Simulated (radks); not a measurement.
The numbers below are computed, except where a source is named.
Problem. The mean radii <r> (bohr) of the occupied orbitals of an atom or ion are listed with their occupations. Level of theory: Dirac Kohn-Sham, BLYP, spin-unpolarised, spherical densities, finite nucleus; Fermi nuclear charge, rms radius of each element as measured or else 0.836 A^(1/3) + 0.57 fm (a radial shooting solver on a logarithmic mesh with Libxc functionals).

orbital  occ.      <r>
1s1/2       2  0.08104
2s1/2       2   0.3872
2p1/2       2   0.3482
2p3/2       4   0.3507
3s1/2       2    1.201
3p1/2       2    1.291
3p3/2       2    1.297

Name the element and its charge. Open shells, if any, fill j = l - 1/2 first.

Solution. Z = 19, potassium, charge +3: K3+ in [Ne] 3s2 3p4. The 1s radius gives Z: for a bare nucleus <r> = (2 gamma + 1)/(2Z) with gamma = sqrt(1 - (Z/c)^2), 0.07844 bohr for Z = 19, and screening makes it slightly larger (0.08104 here). The occupations add up to 16, and the charge is Z minus that.
